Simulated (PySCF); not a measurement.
Compound: C₇H₁₅ (doublet state).
Z-matrix (Å and degrees, GFN2-xTB geometry), rows numbered from 1:
```
C 
C   1  1.5412
C   2  1.4865  1  112.19
C   3  1.4849  2  119.01  1    87.14
C   3  1.4923  2  119.65  1   -82.87
C   5  1.5391  3  111.47  2  -118.78
C   5  1.5367  3  112.21  2   118.33
H   1  1.0870  2  110.15  3   -60.10
H   1  1.0876  2  110.42  3   179.83
H   1  1.0872  2  110.24  3    59.73
H   2  1.0943  1  108.01  3  -121.46
H   2  1.0935  1  108.18  3   121.66
H   4  1.0882  3  111.46  2   159.29
H   4  1.0976  3  111.59  2   -80.84
H   4  1.0903  3  110.76  2    38.21
H   5  1.0961  3  108.12  2    -0.76
H   6  1.0875  5  110.34  3    55.53
H   6  1.0872  5  110.60  3   -64.53
H   6  1.0879  5  110.28  3   175.61
H   7  1.0873  5  110.43  3   -55.82
H   7  1.0880  5  110.10  3  -175.75
H   7  1.0867  5  110.70  3    64.37
```

The hyperfine couplings belong to this conformer and change with its torsions.

Identity: `CC([C](C)CC)C` [radical].

The calculation used UKS B3LYP, pcH-1 on C H, non-relativistic, mean-field spin-orbit, GIAO (PySCF 2.14.0). One conformer (not necessarily the lowest) at the GFN2-xTB geometry, without solvent, vibrations or thermal averaging. The geometry wasn't refined by DFT: couplings that depend on bond lengths, twists or pyramidal angles can differ widely from those at the functional's own minimum. Stability of the SCF solution: not tested.

(1) Give the principal g shifts and their parts.

(2) What effective moment and Curie constant follow for a powder?

(3) Average each term over the three axes. Which is largest in size?

(4) In a frozen sample, at which fields do the three g values resonate at 9.5, 34, 94 and 263 GHz (hyperfine left aside), and which band first spreads them over more than twice a line width of 1.0 mT?

Answers

(1) 
```
                    Δg (ppm)     1     2     3
relativistic mass correction  -153  -153  -153
            gauge correction    -4    42    37
   orbital Zeeman/spin–orbit    -4   479   690
                       total  -161   368   574
```

So g = 2.00216, 2.00269, 2.00289 and g_iso = 2.00258; the tensor is rhombic: the two nearest values differ by 28 % of g3 − g1. Axes: g2 points within 5° of the C3–C4 bond.

(2) With the mean of g² = 4.0103 and S(S+1) = 0.75: μ_eff = √(⟨g²⟩S(S+1)) = 1.734 μB and χT = 0.12505·⟨g²⟩·S(S+1) = 0.376 cm³ K/mol (cgs; spin-Hamiltonian part alone).

(3) The orbital-Zeeman/spin–orbit term 388, the mass correction -153 and the gauge correction 25 ppm, for a total of 260 ppm. The orbital-Zeeman/spin–orbit term is the largest in size. The mass correction is the same along every axis, so the anisotropy comes from the other two: their spans along these axes are 46 (gauge) and 694 ppm (orbital Zeeman/spin–orbit).

(4) 
```
band    GHz  B(g3) mT  B(g2) mT  B(g1) mT  spread mT
   X    9.5    338.89    338.92    339.01       0.12
   Q   34.0   1212.86   1212.98   1213.30       0.45
   W   94.0   3353.19   3353.54   3354.42       1.23
   J  263.0   9381.81   9382.77   9385.25       3.44
```

The spread grows in proportion to the frequency. J band is the first where it exceeds 2.0 mT.

Largest spin populations (Mulliken): C3 (+0.99), C4 (-0.08), C2 (-0.08) and C5 (-0.07). No atom but C3 exceeds +0.15. The positive populations add up to 1.24 and the negative ones to -0.24, together 2S = 1. The angles at C3 add up to 359.2°, so it is planar.

The HOMO–LUMO gaps are 5.56 eV among the α and 7.60 eV among the β orbitals.

On an Intel Xeon at 2.70 GHz with one thread, shared host, this took 2.3 min of wall time (grids of density and orbitals included) and 1.0 GiB of memory at its peak.
